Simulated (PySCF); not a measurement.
CH$_{4}$Cl$_{2}$GeO, singlet, at a GFN2-xTB geometry; PBE0/STO-3G, polarisability in PySCF.

PySCF was given this input:
```python
from pyscf import gto, scf, dft
from pyscf.prop import polarizability

mol = gto.M(
    atom='''
C     1.964361   -0.936759   -0.085256
Ge    0.116199   -0.219552   -0.086096
O    -0.869388   -1.430801   -0.873530
Cl   -0.109220    1.591580   -1.182494
Cl   -0.693368    0.089858    1.858633
H     1.979724   -1.877647    0.454863
H     2.641421   -0.234718    0.391466
H     2.280215   -1.105147   -1.109520
H    -1.806786   -1.274319   -0.976317
''',
    basis='sto-3g',
    charge=0,
    spin=0,
    verbose=4,
)

mf = dft.RKS(mol)
mf.xc = 'pbe0'
mf.kernel()
alpha = mf.Polarizability().polarizability()[2, 2]
print('alpha_zz =', alpha)
```

Task: What does PySCF print? Leave out banner, timings and long lists.

Result: 
```
site-packages/pyscf/prop/efg/rhf.py:45: UserWarning: Module EFG is under testing
  warnings.warn('Module EFG is under testing')
site-packages/pyscf/prop/efg/dhf.py:30: UserWarning: Module EFG is under testing
  warnings.warn('Module EFG is under testing')
site-packages/pyscf/prop/zfs/uhf.py:40: UserWarning: Module ZFS is under testing
  warnings.warn('Module ZFS is under testing')
site-packages/pyscf/prop/gtensor/uhf.py:43: UserWarning: Module g-tensor is under testing
  warnings.warn('Module g-tensor is under testing')
site-packages/pyscf/prop/gtensor/uks.py:41: UserWarning: Module g-tensor is under testing
  warnings.warn('Module g-tensor is under testing')
site-packages/pyscf/prop/hfc/uks.py:35: UserWarning: Module HFC is under testing
  warnings.warn('Module HFC is under testing')
site-packages/pyscf/prop/magnetizability/rhf.py:39: UserWarning: Module magnetizability is under testing
  warnings.warn('Module magnetizability is under testing')
site-packages/pyscf/prop/magnetizability/uhf.py:37: UserWarning: Module magnetizability is under testing
  warnings.warn('Module magnetizability is under testing')
site-packages/pyscf/prop/magnetizability/rks.py:37: UserWarning: Module magnetizability is under testing
  warnings.warn('Module magnetizability is under testing')
site-packages/pyscf/prop/magnetizability/uks.py:39: UserWarning: Module magnetizability is under testing
  warnings.warn('Module magnetizability is under testing')
site-packages/pyscf/prop/polarizability/uhf.py:34: UserWarning: Module polarizability is under testing
  warnings.warn('Module polarizability is under testing')
site-packages/pyscf/prop/polarizability/rks.py:29: UserWarning: Module polarizability is under testing
  warnings.warn('Module polarizability is under testing')
site-packages/pyscf/prop/polarizability/uks.py:29: UserWarning: Module polarizability is under testing
  warnings.warn('Module polarizability is under testing')
PySCF version 2.14.0

[INPUT] verbose = 4
[INPUT] num. atoms = 9
[INPUT] num. electrons = 84
[INPUT] charge = 0
[INPUT] spin (= nelec alpha-beta = 2S) = 0
[INPUT] symmetry False subgroup None
[INPUT] Mole.unit = angstrom
[INPUT] Symbol           X                Y                Z      unit          X                Y                Z       unit  Magmom
[...]
nuclear repulsion = 594.806777415885
number of shells = 28
number of NR pGTOs = 150
number of NR cGTOs = 50
basis = sto-3g
ecp = {}

******** <class 'pyscf.dft.rks.RKS'> ********
method = RKS
initial guess = minao
damping factor = 0
level_shift factor = 0
DIIS = <class 'pyscf.scf.diis.CDIIS'>
diis_start_cycle = 1
diis_space = 8
diis_damp = 0
SCF conv_tol = 1e-09
SCF conv_tol_grad = None
SCF max_cycles = 50
direct_scf = True
direct_scf_tol = 1e-13
XC library pyscf.dft.libxc version 7.1.2
    S. Lehtola, C. Steigemann, M. J. T. Oliveira, and M. A. L. Marques,  SoftwareX 7, 1–5 (2018)
XC functionals = pbe0
    C. Adamo and V. Barone,  J. Chem. Phys. 110, 6158 (1999)
    M. Ernzerhof and G. E. Scuseria,  J. Chem. Phys. 110, 5029 (1999)
radial grids:
    Treutler-Ahlrichs [JCP 102, 346 (1995); DOI:10.1063/1.469408] (M4) radial grids

becke partition: Becke, JCP 88, 2547 (1988); DOI:10.1063/1.454033
pruning grids: <function nwchem_prune>
grids dens level: 3
symmetrized grids: False
atomic radii adjust function: <function treutler_atomic_radii_adjust>
small_rho_cutoff = 0
Set gradient conv threshold to 3.16228e-05
Initial guess from minao.
tot grids = 125832
init E= -3074.56748065935
[...]
cycle= 1 E= -3077.07584972794  delta_E= -2.51  |g|= 0.534  |ddm|=  3.6
[...]
cycle= 2 E= -3077.06116647101  delta_E= 0.0147  |g|= 0.62  |ddm|= 1.73
[...]
cycle= 3 E= -3077.17891562632  delta_E= -0.118  |g|= 0.0957  |ddm|= 1.17
[...]
cycle= 4 E= -3077.18242148644  delta_E= -0.00351  |g|= 0.0104  |ddm|= 0.196
[...]
cycle= 5 E= -3077.18246073227  delta_E= -3.92e-05  |g|= 0.00379  |ddm|= 0.0265
[...]
cycle= 6 E= -3077.18246712784  delta_E= -6.4e-06  |g|= 0.00065  |ddm|= 0.00858
[...]
cycle= 7 E= -3077.18246726429  delta_E= -1.36e-07  |g|= 0.000127  |ddm|= 0.00109
[...]
cycle= 8 E= -3077.18246727133  delta_E= -7.04e-09  |g|= 1.23e-05  |ddm|= 0.000287
[...]
cycle= 9 E= -3077.18246727143  delta_E= -9.64e-11  |g|= 1.73e-06  |ddm|= 4.1e-05
[...]
Extra cycle  E= -3077.18246727143  delta_E= -5.46e-12  |g|= 1.67e-06  |ddm|= 6.99e-06
converged SCF energy = -3077.18246727143
Isotropic polarizability 28.7483168404
Polarizability anisotropy 4.36402654716
alpha_zz = 31.453148498177352
```
